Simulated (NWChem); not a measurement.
# GeHCl$_{3}$; SMILES [Cl][GeH]([Cl])[Cl]

Results from NWChem. Pople sets run with spherical d functions. Geometry: optimised at PBE0/def2-SVP. B3LYP is NWChem's, with the RPA form of VWN correlation. Total energies compare along this basis series because the functional is fixed.

| level | basis functions | energy (Ha) | highest occupied level (eV) | orbital gap (eV) | dipole (D) |
|---|---|---|---|---|---|
| B3LYP/STO-3G | 46 | -3419.3271 | -7.05 | 8.05 | 2.27 |
| B3LYP/3-21G | 63 | -3441.6948 | -9.35 | 7.18 | 2.27 |
| B3LYP/6-31G* | 88 | -3458.0659 | -9.03 | 7.18 | 1.68 |
| B3LYP/6-311G** | 128 | -3458.4106 | -9.20 | 7.10 | 1.71 |
